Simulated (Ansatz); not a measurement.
**Molecular dynamics of H12SO8**

Input file:

```yaml
accuracy: low
crystal:
  lattice:
    - [6.537456, 0.0, 0.0]
    - [0.0, 6.537456, 0.0]
    - [0.0, 0.0, 6.537456]
  atoms:
    - { symbol: O, position: [0.93164841, 0.51882554, 0.2607169] }
    - { symbol: H, position: [1.06622757, 0.57782808, 0.29870135] }
    - { symbol: H, position: [0.96748336, 0.4078603, 0.16739692] }
    - { symbol: O, position: [0.69128118, 0.71451947, 0.9626469] }
    - { symbol: H, position: [0.76217464, 0.64851955, 1.08079917] }
    - { symbol: H, position: [0.54505537, 0.70041991, 0.99464105] }
    - { symbol: O, position: [0.62497428, -0.04546004, 0.42434105] }
    - { symbol: H, position: [0.70938978, -0.02974747, 0.30255549] }
    - { symbol: H, position: [0.56727587, 0.09139834, 0.44680864] }
    - { symbol: O, position: [0.86625856, 0.13147944, 0.90669292] }
    - { symbol: H, position: [0.80854176, 0.21368102, 0.79204961] }
    - { symbol: H, position: [0.81202147, -0.00826372, 0.89097595] }
    - { symbol: O, position: [0.32850981, 0.63947264, 0.38041569] }
    - { symbol: H, position: [0.39304931, 0.53902542, 0.46978267] }
    - { symbol: H, position: [0.4136793, 0.7624964, 0.39852174] }
    - { symbol: O, position: [0.7111968, 0.41047648, 0.62846119] }
    - { symbol: H, position: [0.71899943, 0.52891953, 0.72169836] }
    - { symbol: H, position: [0.79937587, 0.4461816, 0.51078551] }
    - { symbol: S, position: [0.24219661, 0.18839315, 0.82411203] }
    - { symbol: O, position: [0.23090463, 0.40047286, 0.89473587] }
    - { symbol: O, position: [0.25746338, 0.15682281, 0.60345099] }
basis:
  ecutwfc: 420.0
kpoints:
  mp_grid: { grid: [1, 1, 1] }
hamiltonian:
  xc: pbe
  dispersion: d3bj
scf:
  occupations: { method: fermi_dirac, width: 0.02 }
  lower_state_search: "off"
md:
  timestep: 0.75
  n_steps: 300
  ensemble: nvt_langevin
  temperature: 250.0
  initial_velocities: maxwell_boltzmann
  seed: 288910
  friction: 0.02
  masses: [{ species: H, mass: 2.014 }]
```

Launched with:

```bash
$ ansatz run input.yaml --threads 1 --pin off --max-ram 3072MiB --backend cpu --events-out ev --progress --plain --runs-dir out
```

It starts from a partly relaxed structure (largest force component 0.43 eV/Å).

Output, in part (step lines):

```
md step     0: t =     0.00 fs  T =   238.1 K  F+E_penalty+E_count = -5633.75799978 eV  E_kin = 0.646300 eV  (10 SCF iters)
md step     1: t =     0.75 fs  T =   230.5 K  F+E_penalty+E_count = -5633.73629060 eV  E_kin = 0.625786 eV  (8 SCF iters)
md step     2: t =     1.50 fs  T =   209.4 K  F+E_penalty+E_count = -5633.67376049 eV  E_kin = 0.568413 eV  (9 SCF iters)
md step     3: t =     2.25 fs  T =   189.9 K  F+E_penalty+E_count = -5633.60686061 eV  E_kin = 0.515441 eV  (8 SCF iters)
md step     4: t =     3.00 fs  T =   170.9 K  F+E_penalty+E_count = -5633.57625534 eV  E_kin = 0.463824 eV  (8 SCF iters)
md step     5: t =     3.75 fs  T =   161.9 K  F+E_penalty+E_count = -5633.58707397 eV  E_kin = 0.439590 eV  (6 SCF iters)
md step     6: t =     4.50 fs  T =   194.1 K  F+E_penalty+E_count = -5633.62015473 eV  E_kin = 0.526866 eV  (6 SCF iters)
md step     7: t =     5.25 fs  T =   184.5 K  F+E_penalty+E_count = -5633.64834267 eV  E_kin = 0.500817 eV  (7 SCF iters)
[... lines left out ...]
md step   300: t =   225.00 fs  T =   233.9 K  F+E_penalty+E_count = -5633.24980165 eV  E_kin = 0.634997 eV  (9 SCF iters)
```

The steps, from the saved trajectory:

| time (fs) | T (K) | potential energy less start (eV) |
| --- | --- | --- |
| 0.0 | 238 | 0.000 |
| 7.5 | 182 | 0.160 |
| 15.0 | 128 | 0.199 |
| 22.5 | 107 | 0.310 |
| 30.0 | 137 | 0.316 |
| 37.5 | 141 | 0.353 |
| 45.0 | 164 | 0.386 |
| 52.5 | 193 | 0.438 |
| 60.0 | 186 | 0.395 |
| 67.5 | 217 | 0.403 |
| 75.0 | 210 | 0.388 |
| 82.5 | 225 | 0.398 |
| 90.0 | 182 | 0.437 |
| 97.5 | 216 | 0.401 |
| 105.0 | 210 | 0.472 |
| 112.5 | 244 | 0.480 |
| 120.0 | 277 | 0.435 |
| 127.5 | 242 | 0.476 |
| 135.0 | 225 | 0.479 |
| 142.5 | 178 | 0.584 |
| 150.0 | 215 | 0.514 |
| 157.5 | 259 | 0.462 |
| 165.0 | 240 | 0.470 |
| 172.5 | 344 | 0.509 |
| 180.0 | 256 | 0.594 |
| 187.5 | 212 | 0.619 |
| 195.0 | 293 | 0.424 |
| 202.5 | 211 | 0.500 |
| 210.0 | 219 | 0.503 |
| 217.5 | 221 | 0.655 |
| 225.0 | 234 | 0.508 |

All steps were run. A run of 0.23 ps of so small a system gives no equilibrium averages. Limits of this set-up: coarse k mesh, low accuracy level.

Mean squared displacements from the first frame to the last, about the centre of mass: O 0.12 Å², H 0.12 Å², S 0.17 Å².

Last frame:

```xyz
21
Lattice="6.5375 0.0000 0.0000 0.0000 6.5375 0.0000 0.0000 0.0000 6.5375" Properties=species:S:1:pos:R:3
O 6.111 3.023 2.155
H 6.970 3.307 2.512
H 6.364 2.414 1.478
O 4.269 4.243 6.686
H 4.781 3.862 7.456
H 3.383 3.970 6.892
O 4.004 -0.390 3.478
H 4.636 -0.319 2.747
H 3.460 0.432 3.385
O 5.533 0.514 6.127
H 4.999 1.125 5.582
H 5.218 -0.365 5.972
O 2.300 4.103 2.864
H 2.779 3.390 3.318
H 2.739 4.886 3.277
O 4.520 2.475 4.606
H 4.495 3.297 5.149
H 5.183 2.691 3.961
S 1.282 1.289 5.342
O 1.099 2.603 5.936
O 1.489 1.243 3.900
```

Time of the run: 4.9 min on 1 thread of Intel(R) Xeon(R) Platinum 8488C (Sapphire Rapids) (shared host), peak memory 0.37 GiB.
